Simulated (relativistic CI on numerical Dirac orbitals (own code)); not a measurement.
# Hyperfine structure of Cr VIII, mass number 53

Method of calculation: Dirac-Coulomb-Breit CI, separate exchange-only KLI orbitals for each configuration, QED by a radiative potential, unscaled Slater integrals (own radial code, finite nucleus).

CI space (outside the closed core [Ne]): 3s2 3p5, 3s 3p6, 3s2 3p4 3d, 3s 3p5 3d, 3p6 3d, 3s2 3p4 4s, 3s 3p4 3d2, 3s2 3p4 4p, 3s2 3p3 3d 4p, 3p6 4s, 3s2 3p4 4d, 3p6 4p, 3s 3p5 4s, 3s2 3p3 3d2, 3s2 3p2 3d3, 3s 3p3 3d3, 3s2 3p2 3d2 4s, 3s2 3p2 3d2 4p, 3s2 3p2 3d2 4d. Double excitations out of closed p, d and f shells are left out; levels of such configurations are missing from the list, as are those of other unlisted configurations, and high levels can miss mixing partners. These lack a partner that the ground configuration has and come out too high: 3s 3p5 4s.

Nuclear spin I = 3/2, μ = -0.47431 μN, Q = -0.15 b (tables of Stone and Pyykkö). The electronic factors are computed for point nuclear moments, without core polarisation or the Bohr-Weisskopf and QED corrections.

```json
{"Level": "3s2 3p5 2P°_3/2", "E (eV)": "0.0000", "A (MHz)": "-895.3", "B (MHz)": "734"}
{"Level": "3s2 3p5 2P°_1/2", "E (eV)": "1.2207", "A (MHz)": "-4371", "B (MHz)": ""}
{"Level": "3s 3p6 2S_1/2", "E (eV)": "29.6160", "A (MHz)": "-12160", "B (MHz)": ""}
{"Level": "3s2 3p4 3d 4D_7/2", "E (eV)": "40.6590", "A (MHz)": "-217.6", "B (MHz)": "568"}
{"Level": "3s2 3p4 3d 4D_5/2", "E (eV)": "40.6949", "A (MHz)": "-460", "B (MHz)": "206"}
{"Level": "3s2 3p4 3d 4D_3/2", "E (eV)": "40.7969", "A (MHz)": "-721", "B (MHz)": "-6.78"}
{"Level": "3s2 3p4 3d 4D_1/2", "E (eV)": "40.9001", "A (MHz)": "-1587", "B (MHz)": ""}
{"Level": "3s2 3p4 3d 4F_9/2", "E (eV)": "44.2445", "A (MHz)": "-478.1", "B (MHz)": "-812"}
```

Levels with J = 0, under 50 % of one LS term, or S terms without an open s electron are left out. Small factors come from cancelling terms and can be off by tens of per cent or more.

At this charge configurations can still be misplaced by up to about 7 % of their energy. 13 of the 14 excited levels that our extract of the measured tables holds in this range could be paired (the sources list more); they are missed by 41814 cm⁻¹ on average and 125102 at most, and levels without a partner can miss by more.

Problem. Give the hyperfine levels of 3s2 3p5 2P°_1/2 relative to its centre of gravity.

Solution. With K = F(F + 1) − I(I + 1) − J(J + 1), E = AK/2: F = 1: 5463, F = 2: -3278 MHz.

LS names give the leading component of a level, which can be under half, so a name can repeat, a term be missing and a line seem to break the LS rules.
